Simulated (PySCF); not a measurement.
PySCF input for 2,3-dihydro-1,4-oxaselenine (C4H6OSe), SMILES C1=C[Se]CCO1, TDDFT-CAM-B3LYP/def2-SVPD. Coordinates come from a B3LYP-D3(BJ)/def2-SVP optimisation. Other conformers were not sampled.

```python
import numpy as np
from pyscf import gto, scf, dft, tdscf

mol = gto.M(
    atom='''
    C     1.26744897   -1.39538240   -0.13115389
    C     1.41138639   -0.08900116    0.14021350
    Se   -0.01824672    1.16819766    0.26210706
    C    -1.40213397   -0.22955088    0.16824472
    C    -1.00883205   -1.30897075   -0.83286709
    O     0.12684845   -2.06353175   -0.43899947
    H     2.12399028   -2.07510259   -0.10360751
    H     2.40303370    0.30407216    0.36779491
    H    -2.33423195    0.26228833   -0.14360377
    H    -1.54401795   -0.66330019    1.16832505
    H    -0.82878117   -0.85599152   -1.82393075
    H    -1.82160825   -2.04500141   -0.93124536
    ''',
    basis='def2-SVPD',
    charge=0,
    spin=0,
    max_memory=1600,
    verbose=4,
)
mf = dft.RKS(mol, xc='cam-b3lyp').density_fit(auxbasis='def2-universal-jkfit')
mf.grids.level = 3
mf.conv_tol = 1e-9
mf.max_cycle = 100
mf.kernel()
mf.grids = dft.Grids(mol).set(level=1).build(with_non0tab=True)  # coarser grid for the response kernel
td = tdscf.TDDFT(mf)
td.singlet = True
td.nstates = 10
td.conv_tol = 1e-4
td.positive_eig_threshold = 1e-6
td.kernel(x0=td.get_init_guess(mf, 15))
td.analyze()
tt = tdscf.TDA(mf)
tt.singlet = False
tt.nstates = 4
tt.conv_tol = 1e-4
tt.positive_eig_threshold = 1e-6
tt.kernel(x0=tt.get_init_guess(mf, 9))
tt.analyze(verbose=3)
```

Log of the run:

```
PySCF version 2.14.0

[INPUT] verbose = 4
[INPUT] num. atoms = 12
[INPUT] num. electrons = 72
[INPUT] charge = 0
[INPUT] spin (= nelec alpha-beta = 2S) = 0
[INPUT] symmetry False subgroup None
[INPUT] Mole.unit = angstrom
[INPUT] Symbol           X                Y                Z      unit          X                Y                Z       unit  Magmom
[INPUT]  1 C      1.267448970000  -1.395382400000  -0.131153890000 AA    2.395131430162  -2.636890575038  -0.247844932271 Bohr   0.0
[INPUT]  2 C      1.411386390000  -0.089001160000   0.140213500000 AA    2.667133733039  -0.168187817169   0.264965113967 Bohr   0.0
[INPUT]  3 Se    -0.018246720000   1.168197660000   0.262107060000 AA   -0.034481303472   2.207573636758   0.495310558715 Bohr   0.0
[INPUT]  4 C     -1.402133970000  -0.229550880000   0.168244720000 AA   -2.649649193249  -0.433788294853   0.317936442704 Bohr   0.0
[INPUT]  5 C     -1.008832050000  -1.308970750000  -0.832867090000 AA   -1.906416280184  -2.473596222567  -1.573890698263 Bohr   0.0
[INPUT]  6 O      0.126848450000  -2.063531750000  -0.438999470000 AA    0.239708829826  -3.899509856844  -0.829588767129 Bohr   0.0
[INPUT]  7 H      2.123990280000  -2.075102590000  -0.103607510000 AA    4.013759920438  -3.921375575476  -0.195789818348 Bohr   0.0
[INPUT]  8 H      2.403033700000   0.304072160000   0.367794910000 AA    4.541075561100   0.574613104505   0.695031649909 Bohr   0.0
[INPUT]  9 H     -2.334231950000   0.262288330000  -0.143603770000 AA   -4.411059096709   0.495653109370  -0.271371795755 Bohr   0.0
[INPUT] 10 H     -1.544017950000  -0.663300190000   1.168325050000 AA   -2.917771056912  -1.253455697472   2.207814368969 Bohr   0.0
[INPUT] 11 H     -0.828781170000  -0.855991520000  -1.823930750000 AA   -1.566169428497  -1.617589537750  -3.446729587673 Bohr   0.0
[INPUT] 12 H     -1.821608250000  -2.045001410000  -0.931245360000 AA   -3.442340698748  -3.864492589249  -1.759798685172 Bohr   0.0

nuclear repulsion = 428.09315894286
number of shells = 80
number of NR pGTOs = 296
number of NR cGTOs = 192
basis = def2-SVPD
ecp = {}


[settings echo left out]
init E= -2632.29692458126
  HOMO = -0.231382212640006  LUMO = -0.0356909993823757  gap/eV = 5.32503
cycle= 1 E= -2632.28446870386  delta_E= 0.0125  |g|= 0.506  |ddm|= 5.14
  HOMO = -0.233172560861044  LUMO = 0.0248044620475913  gap/eV = 7.01991
cycle= 2 E= -2632.27339359087  delta_E= 0.0111  |g|=  0.6  |ddm|= 1.22
  HOMO = -0.251931176442699  LUMO = 0.0278025063523915  gap/eV = 7.61194
cycle= 3 E= -2632.33529258981  delta_E= -0.0619  |g|= 0.0778  |ddm|= 0.569
  HOMO = -0.256761100475609  LUMO = 0.0248072729339772  gap/eV = 7.66187
cycle= 4 E= -2632.33629435215  delta_E= -0.001  |g|= 0.0334  |ddm|= 0.116
  HOMO = -0.256538211913003  LUMO = 0.0256788979824547  gap/eV = 7.67952
cycle= 5 E= -2632.33654955555  delta_E= -0.000255  |g|= 0.0109  |ddm|= 0.0587
  HOMO = -0.256538403679687  LUMO = 0.0258432450796127  gap/eV = 7.68400
cycle= 6 E= -2632.33658029587  delta_E= -3.07e-05  |g|= 0.00232  |ddm|= 0.0165
  HOMO = -0.256433186069563  LUMO = 0.0258566162147842  gap/eV = 7.68150
cycle= 7 E= -2632.33658157051  delta_E= -1.27e-06  |g|= 0.000542  |ddm|= 0.00438
  HOMO = -0.256496021481331  LUMO = 0.0258322867924741  gap/eV = 7.68254
cycle= 8 E= -2632.33658169673  delta_E= -1.26e-07  |g|= 0.000144  |ddm|= 0.00158
  HOMO = -0.256497288019581  LUMO = 0.0258350703106158  gap/eV = 7.68265
cycle= 9 E= -2632.33658170642  delta_E= -9.69e-09  |g|= 5.85e-05  |ddm|= 0.00045
  HOMO = -0.256493283402005  LUMO = 0.0258389702677291  gap/eV = 7.68265
cycle= 10 E= -2632.3365817075  delta_E= -1.08e-09  |g|= 2.33e-05  |ddm|= 0.000128
  HOMO = -0.256495262368635  LUMO = 0.0258377985479168  gap/eV = 7.68267
cycle= 11 E= -2632.33658170768  delta_E= -1.84e-10  |g|= 5.9e-06  |ddm|= 4.96e-05
  HOMO = -0.256495761236044  LUMO = 0.0258376756225105  gap/eV = 7.68268
Extra cycle  E= -2632.33658170769  delta_E= -3.18e-12  |g|= 5.97e-06  |ddm|= 1.71e-05
converged SCF energy = -2632.33658170769
tot grids = 48064
Overwritten attributes  positive_eig_threshold  of <class 'pyscf.tdscf.rks.TDDFT'>


******** <class 'pyscf.tdscf.rks.TDDFT'> for <class 'pyscf.df.df_jk.DFRKS'> ********
nstates = 10 singlet
deg_eia_thresh = 1.000e-03
wfnsym = None
conv_tol = 0.0001
eigh lindep = 1e-12
eigh level_shift = 0
eigh max_cycle = 100


Excitation energies (eV)
[4.26690997 5.20004484 5.35136971 5.84600789 6.15047502 6.37246412
 6.51674866 6.72082764 6.82427676 7.19611954]

** Singlet excitation energies and oscillator strengths **
Excited State   1:      4.26691 eV    290.57 nm  f=0.0014
      36 -> 37       -0.63584
      36 -> 41        0.20916
      36 -> 45       -0.13501
Excited State   2:      5.20004 eV    238.43 nm  f=0.0235
      36 -> 38       -0.62763
      36 -> 39       -0.20159
      36 -> 44        0.11199
Excited State   3:      5.35137 eV    231.69 nm  f=0.0508
      36 -> 37       -0.11810
      36 -> 38       -0.23475
      36 -> 39        0.61481
      36 -> 40        0.12966
      36 -> 42       -0.11434
Excited State   4:      5.84601 eV    212.08 nm  f=0.0782
      36 -> 39       -0.14784
      36 -> 40        0.64715
      36 -> 43        0.14726
Excited State   5:      6.15048 eV    201.58 nm  f=0.0416
      36 -> 37        0.20089
      36 -> 40        0.12384
      36 -> 41        0.53806
      36 -> 42        0.31273
Excited State   6:      6.37246 eV    194.56 nm  f=0.0148
      36 -> 41       -0.30182
      36 -> 42        0.58918
      36 -> 43       -0.15891
Excited State   7:      6.51675 eV    190.25 nm  f=0.0147
      35 -> 37       -0.25577
      36 -> 37       -0.10053
      36 -> 38        0.10640
      36 -> 40       -0.13227
      36 -> 41       -0.10643
      36 -> 43        0.54919
      36 -> 44        0.12690
Excited State   8:      6.72083 eV    184.48 nm  f=0.0007
      35 -> 37        0.57749
      35 -> 41       -0.20177
      36 -> 43        0.22805
      36 -> 44        0.12860
Excited State   9:      6.82428 eV    181.68 nm  f=0.0148
      36 -> 38        0.10592
      36 -> 43       -0.15501
      36 -> 44        0.61196
      36 -> 45       -0.21947
Excited State  10:      7.19612 eV    172.29 nm  f=0.0117
      36 -> 41        0.13772
      36 -> 44        0.19999
      36 -> 45        0.61020

** Transition electric dipole moments (AU) **
state          X           Y           Z        Dip. S.      Osc.
  1        -0.0439      0.1070      0.0086      0.0134      0.0014
  2         0.0996     -0.2665     -0.3224      0.1848      0.0235
  3        -0.2380      0.5750     -0.0179      0.3875      0.0508
  4        -0.1610      0.7202     -0.0335      0.5458      0.0782
  5        -0.1109      0.3599      0.3665      0.2762      0.0416
  6         0.1248     -0.2764     -0.0549      0.0950      0.0148
  7        -0.0664      0.0381      0.2939      0.0923      0.0147
  8        -0.0070     -0.0562      0.0289      0.0040      0.0007
  9         0.0379     -0.0104     -0.2948      0.0884      0.0148
 10        -0.0225      0.2288      0.1169      0.0665      0.0117

** Transition velocity dipole moments (imaginary part, AU) **
state          X           Y           Z        Dip. S.      Osc.
  1        -0.0072      0.0155      0.0011      0.0003      0.0012
  2         0.0199     -0.0471     -0.0693      0.0074      0.0259
  3        -0.0495      0.1099      0.0045      0.0145      0.0493
  4        -0.0360      0.1601     -0.0224      0.0274      0.0851
  5        -0.0299      0.0850      0.0882      0.0159      0.0469
  6         0.0257     -0.0587     -0.0093      0.0042      0.0119
  7        -0.0145      0.0063      0.0683      0.0049      0.0137
  8        -0.0004     -0.0143      0.0096      0.0003      0.0008
  9         0.0085     -0.0024     -0.0760      0.0059      0.0156
 10        -0.0071      0.0585      0.0413      0.0052      0.0131

** Transition magnetic dipole moments (imaginary part, AU) **
state          X           Y           Z
  1         0.1796     -0.4466     -0.3835
  2        -0.0867      0.0727      0.3207
  3         0.6805      0.5589     -1.0190
  4        -0.1124     -0.0586     -0.8218
  5        -0.3485      0.2670     -0.0787
  6        -0.0238     -0.2303      0.7683
  7        -0.4892      0.3658     -0.6081
  8        -0.2491     -0.3786      0.6055
  9         0.7570      0.2459     -0.1238
 10         0.1702      0.1459      0.2448
Overwritten attributes  positive_eig_threshold  of <class 'pyscf.tdscf.rks.TDA'>


******** <class 'pyscf.tdscf.rks.TDA'> for <class 'pyscf.df.df_jk.DFRKS'> ********
nstates = 4 triplet
deg_eia_thresh = 1.000e-03
wfnsym = None
conv_tol = 0.0001
eigh lindep = 1e-12
eigh level_shift = 0
eigh max_cycle = 100


Excitation energies (eV)
[3.73343157 3.96747329 4.87900113 5.40734031]

** Triplet excitation energies and oscillator strengths **
Excited State   1:      3.73343 eV    332.09 nm  f=0.0000
Excited State   2:      3.96747 eV    312.50 nm  f=0.0000
Excited State   3:      4.87900 eV    254.12 nm  f=0.0000
Excited State   4:      5.40734 eV    229.29 nm  f=0.0000
```

The calculation finished and met its thresholds.
